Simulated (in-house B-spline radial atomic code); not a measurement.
Ionisation energies along the 59-electron series, configuration [Kr] 4d10 4f11 5s2, as differences of self-consistent energies. Dirac energy differences include first-order Breit, QED and recoil terms. NIST's values go from ground level to ground level; the uncertainty of those that are theory runs from under 0.1 % in few-electron ions to several per cent in heavy many-electron ones. Computed with a B-spline radial code for spherical atoms: Dirac-Hartree-Fock, average of the configuration, finite nuclei.

Some pairs differ by more than the removed electron.

```
  ion  configuration after  ionisation energy (eV)  IE/(q+1)² (eV)  -ε less Coulomb ΔSCF (eV)  Breit and QED recoil part (eV)  tabulated value (eV)    tabulated kind  computed minus tabulated (eV)
Tm10+   [Kr] 4d10 4f10 5s2                   182.6          1.5087                          -                        0.097381                   205  tabulated theory                          -22.4
Yb11+   [Kr] 4d10 4f10 5s2                   214.9          1.4926                          -                         0.10404                   244  tabulated theory                          -29.1
Lu12+   [Kr] 4d10 4f10 5s2                   249.3          1.4753                          -                         0.10922                   276  tabulated theory                          -26.7
Hf13+   [Kr] 4d10 4f11 5s1                   296.0          1.5101                          -                        -0.42544                   310  tabulated theory                          -14.0
Ta14+   [Kr] 4d10 4f11 5s1                   327.2          1.4541                          -                        -0.46944                   338  tabulated theory                          -10.8
 W15+   [Kr] 4d10 4f11 5s1                   359.7          1.4052                    0.44417                        -0.51668                 361.9    semi-empirical                           -2.2
Re16+       [Kr] 4d10 4f12                   388.2          1.3432                          -                         -1.2221                   403  tabulated theory                          -14.8
```

Where a p, d or f electron is removed, the computed value is a mean over both j, so it misses the tabulated one by a part of the spin-orbit splitting; averaging over terms and missing correlation add to the gap, relatively most at low charge.
